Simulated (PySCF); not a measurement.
# Unknown compound

Molecular formula: C8H13FSi. Simulated spectra:

¹H NMR (600 MHz, computed): δ 6.96 (m, 1H), 5.58 (m, 1H), 5.06 (m, 1H), 4.93 (m, 1H), 4.84 (m, 1H), 4.65 (m, 1H), 3.24 (m, 1H), 1.96 (s, 3H), 1.93 (d, 3H).

¹³C{¹H} NMR (computed): δ 152.7 (CH), 152.5 (C), 144.1 (C), 114.8 (CH2), 95.1 (CH), 47.6 (CH), 24.4 (CH3), 22.9 (CH3).

- coordinates at the GFN2-xTB level
- GIAO PBE0/pcSseg-1 shieldings
- run in PySCF 2.14.0 with density-fitted response routines
- rapidly exchanging positions averaged, isolated molecule, single conformer, non-relativistic

References, each an isolated molecule treated in the same way: ¹H (31.72 ppm), ¹³C (186.93 ppm) against TMS.

**Question.** What is the structure?

**Answer.** 
- Rings plus π bonds: 3 (1 ring in the answer).
- 8 carbon signals for 8 carbons: no two carbons are equivalent.
- Carbon types of the structure: 2 × C, 3 × CH, 1 × CH2, 2 × CH3, leaving 2 H on heteroatoms.
- δC 152.7: alkene CH; an sp2 carbon of a C=C bond.
- δC 152.5, 144.1: fully substituted alkene carbon; the olefinic region.
- δC 114.8: terminal =CH2 carbon; as expected for a trigonal carbon in a double bond.
- δC 95.1: allylic sp3 CH bonded to F; pulled downfield by the heteroatom.
- δH 6.96: hydrogen on an alkene CH; attached to an sp2 carbon and in the plane of the double bond.
- δH 5.58: hydrogen on an allylic sp3 CH bonded to F; its carbon carries F, an electronegative neighbour.
- δH 5.06, 4.93: hydrogen on a terminal =CH2 carbon; a vinylic proton, deshielded by the sp2 carbon and the C=C anisotropy.

These data were computed for SMILES C=C(C)[C@@H]1[SiH2]/C(=C\C)[C@H]1F.

This is the structure that produced the data.

Splittings by ¹⁹F in the carbon and heteronuclear signals aren't shown, as no couplings were computed. Shifts are as computed. Against solution values, carbons near 30 ppm lie about +3 ppm off and those near 130 ppm about +5 ppm. Of 1309 compounds with measured shifts, 239 miss one by over three times the rms of a fit or turn the order of signals round; such compounds aren't used in these exercises. Multiplicities follow the n + 1 count of equivalent neighbours, as no J values were calculated; m marks all less simple cases, F and P coupling included.
